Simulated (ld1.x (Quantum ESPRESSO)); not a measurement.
## Co (Z = 27): one change to an RRKJ potential, before and after

* Element: cobalt
* Generator: ld1.x (Quantum ESPRESSO) 7.5
* Type: norm-conserving RRKJ (Kleinman–Bylander form)
* Functional: LDA (PZ)
* Relativity: scalar-relativistic
* Frozen core: [Ne] 3s2
* Valence charge: 15
* Reference configuration: 3p6 3d7 4s2 4p0
* Partial waves: 3p (bound): rc 1.25 bohr; 3d (bound): rc 1.30 bohr; 4s (bound): rc 1.60 bohr
* Local potential: the s channel
* Core correction: a·sin(br)/r model core, default radius (core density twice the valence density)
* rho0: 0.01

Change: wave 4s (bound): rc 1.60 bohr becomes 4s (bound): rc 1.42 bohr.

Cutoffs: the cutoffs (Ry, on a coarse ladder) from which the occupation-weighted sum of valence levels, in a spherical-Bessel basis at the reference potential, stays within 10 and 1 mRy of its value at 400 Ry; they do not see the model core or the augmentation charge, which bear on the density cutoff. Errors are all-electron minus pseudo energies relative to the spin-unpolarised reference configuration.

What does the change do?

The potential gets neither clearly harder nor softer (110 Ry and 160 Ry → 110 Ry and 160 Ry); the d channel sets the loose cutoff, while the largest relative change is in s, which becomes harder; of the 9 tests that both files solve, the error grows in 0 and shrinks in 5 by more than 15 % and 0.3 meV (median size 102.6 → 105.4 meV); neither file shows a bound ghost at the reference potential, the only one tested. Less of the atom is replaced, so other configurations are described better.

| quantity | base | changed |
| --- | --- | --- |
| cutoff, loose | 110 Ry | 110 Ry |
| cutoff, tight | 160 Ry | 160 Ry |
| loose cutoff by channel (10 mRy a level) | p 60 Ry, d 90 Ry, s 21 Ry | p 60 Ry, d 90 Ry, s 35 Ry |
| bound ghosts | none | none |
| error for 3p6 3d7 4s1 4p0, meV [ΔE 9.30 eV] | -2.3 | +2.5 |
| error for 3p6 3d7 4s0 4p0, meV [ΔE 26.38 eV] | -21 | -7.2 |
| error for 3p6 3d6 4s0 4p0, meV [ΔE 62.57 eV] | -263 | -274 |
| error for 3p6 3d7.5 4s1.5 4p0, meV [ΔE -0.98 eV] | -40 | -21 |
| error for 3p6 3d7 4s0 4p2, meV [ΔE 9.14 eV] | -1541 | -1284 |
| error for 3p6 3d8 4s0 4p0, meV [ΔE 6.71 eV] | -216 | -143 |
| error for 3p5 3d7 4s2 4p0, meV [ΔE 73.42 eV] | -430 | +117 |
| error for 3p6 3d7 4s2 4p0 (spin-polarised), meV [ΔE -1.98 eV] | +103 | +105 |
| error for 3p6 3d7 4s1 4p0 (spin-polarised), meV [ΔE 6.72 eV] | +96 | +93 |

Base: These tests converged, but a pseudo level misses the all-electron one widely, so the file describes the atom poorly there or has found another state: 3p6 3d6 4s0 4p0: empty 4p by 2.9 eV (a node warning on the way). Changed file: These tests converged, but a pseudo level misses the all-electron one widely, so the file describes the atom poorly there or has found another state: 3p6 3d6 4s0 4p0: empty 4p by 2.5 eV (a node warning on the way).
